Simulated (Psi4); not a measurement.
CuI, charge +1, doublet, at a GFN2-xTB geometry (such geometries of metal compounds can be far from the true shape) (the multiplicity is a formal guess) (core potentials on I), atoms displaced at random by about 0.03 Å a coordinate; TPSS/def2-SVP, gradient (Psi4).

Input for Psi4:
```
memory 2 GB

molecule mol {
1 2
Cu   -0.005745   -0.039077   -1.549535
I     0.023985   -0.011112    0.866584
symmetry c1
no_reorient
no_com
}

set {
  basis def2-svp
  reference uks
}

gradient('tpss')
print_variables()
```

The log (banner, timings and long lists left out):

```
gradient() will perform analytic gradient computation.

   => Loading Basis Set <=

    Name: DEF2-SVP
    Role: ORBITAL
    Keyword: BASIS

    !!!  WARNING: ECP capability is in beta. Please check occupations closely.  !!!

         ---------------------------------------------------------
                                   SCF
               by Justin Turney, Rob Parrish, Andy Simmonett
                          and Daniel G. A. Smith
                              UKS Reference
         ---------------------------------------------------------

  ==> Geometry <==

    Molecular point group: c1
    Full point group: C1

    Geometry (in Angstrom), charge = 1, multiplicity = 2:

       Center              X                  Y                   Z               Mass
    ------------   -----------------  -----------------  -----------------  -----------------
         CU          -0.005745000000    -0.039077000000    -1.549535000000    62.929597720000
         I            0.023985000000    -0.011112000000     0.866584000000   126.904471900000

  Running in c1 symmetry.

  Rotational constants: A =    142.68001  B =      0.06840  C =      0.06836 [cm^-1]
  Rotational constants: A = 4277439.00395  B =   2050.48919  C =   2049.50671 [MHz]
  Nuclear repulsion =  158.766495726545884

  Charge       = 1
  Multiplicity = 2
  Electrons    = 53
  Nalpha       = 27
  Nbeta        = 26

  ==> Algorithm <==

  SCF Algorithm Type is DF.
  DIIS enabled.
  MOM disabled.
  Fractional occupation disabled.
  Guess Type is SAD.
  Energy threshold   = 1.00e-08
  Density threshold  = 1.00e-08
  Integral threshold = 1.00e-12

  ==> Primary Basis <==

  Basis Set: DEF2-SVP
    Blend: DEF2-SVP
    Number of shells: 21
    Number of basis functions: 57
    Number of Cartesian functions: 64
    Spherical Harmonics?: true
    Max angular momentum: 3

  Core potential: DEF2-SVP
    Number of shells: 4
    Number of ECP primitives: 29
    Number of ECP core electrons: 28
    Max angular momentum: 3

  ==> DFT Potential <==

   => LibXC <=

    Version 7.1.2
    S. Lehtola, C. Steigemann, M. J. T. Oliveira, and M. A. L. Marques,  SoftwareX 7, 1–5 (2018) (10.1016/j.softx.2017.11.002)

   => Composite Functional: TPSS <=

    TPSS Meta-GGA XC Functional

    J. Tao, et al., Phys. Rev. Lett., 91, 146401, 2003

    Deriv               =              1
    GGA                 =           TRUE
    Meta                =           TRUE

    Exchange Hybrid     =          FALSE
    MP2 Hybrid          =          FALSE

   => Exchange Functionals <=

    1.0000   XC_MGGA_X_TPSS

   => Correlation Functionals <=

    1.0000   XC_MGGA_C_TPSS

   => LibXC Density Thresholds  <==

    XC_MGGA_C_TPSS:  1.00E-15
    XC_MGGA_X_TPSS:  1.00E-15

   => Molecular Quadrature <=

    Radial Scheme          =       TREUTLER
    Pruning Scheme         =           NONE
    Nuclear Scheme         =       TREUTLER

    Blocking Scheme        =         OCTREE
    BS radius alpha        =              1
    Pruning alpha          =              1
    Radial Points          =             75
    Spherical Points       =            302
    Total Points           =          43059
    Total Blocks           =            414
    Max Points             =            256
    Max Functions          =             57
    Weights Tolerance      =       1.00E-15

   => Loading Basis Set <=

    Name: (DEF2-SVP AUX)
    Role: JKFIT
    Keyword: DF_BASIS_SCF

  ==> Integral Setup <==

  SCF_SUBTYPE=INCORE selected. In-core MEM_DF algorithm will be used.
  Using in-core AOs.

  ==> MemDFJK: Density-Fitted J/K Matrices <==

    J tasked:                   Yes
    K tasked:                    No
    wK tasked:                   No
    Algorithm:                 Core
    Schwarz Cutoff:           1E-12
    Mask sparsity (%):       1.2311
    Fitting Condition:        1E-10

   => Auxiliary Basis Set <=

  Basis Set: (DEF2-SVP AUX)
    Blend: DEF2-UNIVERSAL-JKFIT
    Number of shells: 104
[...]
  @DF-UKS Final Energy: -1937.61663263884770
    Total Energy =                      -1937.6166326388477046
[...]
 Dipole Y            :          2.6051642           -2.6664659           -0.0613017
 Dipole Z            :         42.1330501          -43.9775458           -1.8444957
 Magnitude           :                                                    1.8455157

 ------------------------------------------------------------------------------------

         ------------------------------------------------------------
                                   SCF GRAD
                          Rob Parrish, Justin Turney,
                       Andy Simmonett, and Alex Sokolov
         ------------------------------------------------------------

  ==> Geometry <==

    Molecular point group: c1
    Full point group: C1

    Geometry (in Angstrom), charge = 1, multiplicity = 2:

       Center              X                  Y                   Z               Mass
    ------------   -----------------  -----------------  -----------------  -----------------
         CU          -0.005745000000    -0.039077000000    -1.549535000000    62.929597720000
         I            0.023985000000    -0.011112000000     0.866584000000   126.904471900000

  Nuclear repulsion =  158.766495726545884

  ==> Basis Set <==

  Basis Set: DEF2-SVP
    Blend: DEF2-SVP
    Number of shells: 21
    Number of basis functions: 57
    Number of Cartesian functions: 64
    Spherical Harmonics?: true
    Max angular momentum: 3

  Core potential: DEF2-SVP
    Number of shells: 4
    Number of ECP primitives: 29
    Number of ECP core electrons: 28
    Max angular momentum: 3

  ==> DFJKGrad: Density-Fitted SCF Gradients <==

    Gradient:                    1
    J tasked:                  Yes
    K tasked:                   No
    wK tasked:                  No
    Integrals threads:           1
    Schwarz Cutoff:          1E-12
    Fitting Condition:       1E-10

   => Auxiliary Basis Set <=

  Basis Set: (DEF2-SVP AUX)
    Blend: DEF2-UNIVERSAL-JKFIT
    Number of shells: 104
    Number of basis functions: 482
    Number of Cartesian functions: 686
    Spherical Harmonics?: true
    Max angular momentum: 6

  ==> DFT Potential <==

   => LibXC <=

    Version 7.1.2
    S. Lehtola, C. Steigemann, M. J. T. Oliveira, and M. A. L. Marques,  SoftwareX 7, 1–5 (2018) (10.1016/j.softx.2017.11.002)

   => Composite Functional: TPSS <=

    TPSS Meta-GGA XC Functional

    J. Tao, et al., Phys. Rev. Lett., 91, 146401, 2003

    Deriv               =              1
    GGA                 =           TRUE
    Meta                =           TRUE

    Exchange Hybrid     =          FALSE
    MP2 Hybrid          =          FALSE

   => Exchange Functionals <=

    1.0000   XC_MGGA_X_TPSS

   => Correlation Functionals <=

    1.0000   XC_MGGA_C_TPSS

   => LibXC Density Thresholds  <==

    XC_MGGA_C_TPSS:  1.00E-15
    XC_MGGA_X_TPSS:  1.00E-15

   => Molecular Quadrature <=

    Radial Scheme          =       TREUTLER
    Pruning Scheme         =           NONE
    Nuclear Scheme         =       TREUTLER

    Blocking Scheme        =         OCTREE
    BS radius alpha        =              1
    Pruning alpha          =              1
    Radial Points          =             75
    Spherical Points       =            302
    Total Points           =          43059
    Total Blocks           =            414
    Max Points             =            256
    Max Functions          =             57
    Weights Tolerance      =       1.00E-15

  -Total Gradient:
     Atom            X                  Y                   Z
    ------   -----------------  -----------------  -----------------
       1       -0.000014472682    -0.000013613414    -0.001176172750
       2        0.000014408663     0.000013553199     0.001170970103

  Variable Map:
  ----------------------------------------------------------------------------
[...]
  Array Variable Map:
  ----------------------------------------------------------------------------
[...]
[...]
```
